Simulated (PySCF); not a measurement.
Cl3In, charge +1, doublet, geometry from GFN2-xTB (such geometries of metal compounds can be far from the true shape) (a state made from the parent by changing its charge; the spin is typed, not shown lowest) (core potentials on In); PySCF with TPSS/def2-SVP.

Here is a job for PySCF.
```python
from pyscf import gto, scf, dft

mol = gto.M(
    atom='''
In    0.000000    0.000000   -0.000000
Cl    2.293956   -0.229202   -0.426723
Cl   -0.952640   -1.035105    1.875605
Cl   -1.341316    1.264307   -1.448882
''',
    basis='def2-svp',
    ecp={'In': 'def2-svp'},
    charge=1,
    spin=1,
    verbose=4,
)

mf = dft.UKS(mol)
mf.xc = 'tpss'
mf.kernel()
```

The log (banner, timings and long lists left out):

```
PySCF version 2.14.0

[INPUT] verbose = 4
[INPUT] num. atoms = 4
[INPUT] num. electrons = 71
[INPUT] charge = 1
[INPUT] spin (= nelec alpha-beta = 2S) = 1
[INPUT] symmetry False subgroup None
[INPUT] Mole.unit = angstrom
[INPUT] Symbol           X                Y                Z      unit          X                Y                Z       unit  Magmom
[INPUT]  1 In     0.000000000000   0.000000000000   0.000000000000 AA    0.000000000000   0.000000000000   0.000000000000 Bohr   0.0
[INPUT]  2 Cl     2.293956000000  -0.229202000000  -0.426723000000 AA    4.334948581803  -0.433129007203  -0.806389601053 Bohr   0.0
[INPUT]  3 Cl    -0.952640000000  -1.035105000000   1.875605000000 AA   -1.800228695306  -1.956064960168   3.544379767865 Bohr   0.0
[INPUT]  4 Cl    -1.341316000000   1.264307000000  -1.448882000000 AA   -2.534719886497   2.389193967370  -2.737990166812 Bohr   0.0

nuclear repulsion = 354.711696538819
number of shells = 34
number of NR pGTOs = 169
number of NR cGTOs = 80
basis = def2-svp
ecp = {'In': 'def2-svp'}

******** <class 'pyscf.dft.uks.UKS'> ********
method = UKS
initial guess = minao
damping factor = 0
level_shift factor = 0
DIIS = <class 'pyscf.scf.diis.CDIIS'>
diis_start_cycle = 1
diis_space = 8
diis_damp = 0
SCF conv_tol = 1e-09
SCF conv_tol_grad = None
SCF max_cycles = 50
direct_scf = True
direct_scf_tol = 1e-13
number electrons alpha = 36  beta = 35
XC library pyscf.dft.libxc version 7.1.2
    S. Lehtola, C. Steigemann, M. J. T. Oliveira, and M. A. L. Marques,  SoftwareX 7, 1–5 (2018)
XC functionals = tpss
    J. Tao, J. P. Perdew, V. N. Staroverov, and G. E. Scuseria,  Phys. Rev. Lett. 91, 146401 (2003)
    J. P. Perdew, J. Tao, V. N. Staroverov, and G. E. Scuseria,  J. Chem. Phys. 120, 6898 (2004)
    J. Tao, J. P. Perdew, V. N. Staroverov, and G. E. Scuseria,  Phys. Rev. Lett. 91, 146401 (2003)
    J. P. Perdew, J. Tao, V. N. Staroverov, and G. E. Scuseria,  J. Chem. Phys. 120, 6898 (2004)
radial grids:
    Treutler-Ahlrichs [JCP 102, 346 (1995); DOI:10.1063/1.469408] (M4) radial grids

becke partition: Becke, JCP 88, 2547 (1988); DOI:10.1063/1.454033
pruning grids: <function nwchem_prune>
grids dens level: 3
symmetrized grids: False
atomic radii adjust function: <function treutler_atomic_radii_adjust>
small_rho_cutoff = 0
Set gradient conv threshold to 3.16228e-05
tot grids = 78520
init E= -1549.54770269923

cycle= 1 E= -1568.61306150689  delta_E= -19.1  |g|= 1.68  |ddm|= 8.86

cycle= 2 E= -1563.84489018871  delta_E= 4.77  |g|= 3.87  |ddm|= 4.99
cycle= 3 E= -1569.92898347986  delta_E= -6.08  |g|= 0.381  |ddm|=  2.6
cycle= 4 E= -1569.99026635259  delta_E= -0.0613  |g|= 0.266  |ddm|= 0.971
cycle= 5 E= -1569.98047226493  delta_E= 0.00979  |g|= 0.222  |ddm|= 0.708
cycle= 6 E= -1569.98131584835  delta_E= -0.000844  |g|= 0.219  |ddm|= 0.784
cycle= 7 E= -1569.9815479109  delta_E= -0.000232  |g|= 0.219  |ddm|= 0.798
cycle= 8 E= -1570.03349443567  delta_E= -0.0519  |g|= 0.0515  |ddm|= 0.463
cycle= 9 E= -1570.03626042535  delta_E= -0.00277  |g|= 0.0116  |ddm|= 0.145
cycle= 10 E= -1570.03635480647  delta_E= -9.44e-05  |g|= 0.00729  |ddm|= 0.0394
cycle= 11 E= -1570.03636084978  delta_E= -6.04e-06  |g|= 0.00695  |ddm|= 0.022
cycle= 12 E= -1570.03636201119  delta_E= -1.16e-06  |g|= 0.00687  |ddm|= 0.00383
cycle= 13 E= -1570.03635050678  delta_E= 1.15e-05  |g|= 0.00759  |ddm|= 0.00929
cycle= 14 E= -1570.03635456526  delta_E= -4.06e-06  |g|= 0.00735  |ddm|= 0.00759
cycle= 15 E= -1570.03641092179  delta_E= -5.64e-05  |g|= 0.0012  |ddm|= 0.0145
cycle= 16 E= -1570.03641245956  delta_E= -1.54e-06  |g|= 0.000159  |ddm|= 0.00322
cycle= 17 E= -1570.03641248018  delta_E= -2.06e-08  |g|= 7.59e-05  |ddm|= 0.000452
cycle= 18 E= -1570.03641248571  delta_E= -5.53e-09  |g|= 2.51e-05  |ddm|= 0.000211
cycle= 19 E= -1570.03641248627  delta_E= -5.52e-10  |g|= 1.07e-05  |ddm|= 3.64e-05
Extra cycle  E= -1570.03641234008  delta_E= 1.46e-07  |g|= 0.00037  |ddm|= 0.000886
SCF not converged.
SCF energy = -1570.03641234008 after 50 cycles  <S^2> = 0.75162129  2S+1 = 2.0016206
```

The run did not converge; its last values are not results.
